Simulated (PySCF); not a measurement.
F2OS, SMILES O=S(F)F. Atoms are numbered in the order given.

```xyz
4

O      1.3714     0.3514     0.0000
S      0.1653    -0.4056     0.0000
F     -0.7564     0.2044     1.1656
F     -0.7564     0.2044    -1.1656
```

Geometry: B3LYP-D3(BJ)/def2-TZVP.

Two levels are set side by side: PBE/pcSseg-2 (PySCF) and PBE0/pcSseg-2 (PySCF). GIAO shifts against CFCl3 (¹⁹F), H2O (¹⁷O), H2S (³³S) at the same level; non-relativistic, no solvent, atoms listed together averaged. Differences are taken from unrounded values.

```json
[
 {"quantity": "δ(¹⁷O) of O1 (ppm)", "PBE0": "324.1", "PBE": "337.5", "PBE minus PBE0": "13.4"},
 {"quantity": "δ(³³S) of S2 (ppm)", "PBE0": "774.7", "PBE": "781.8", "PBE minus PBE0": "7.1"},
 {"quantity": "δ(¹⁹F) of F3, F4 (ppm)", "PBE0": "75.8", "PBE": "66.9", "PBE minus PBE0": "-8.8"}
]
```

Rough cost on one machine, each run with all the roots and properties that it gave: PBE0 against PBE within a factor of 2.
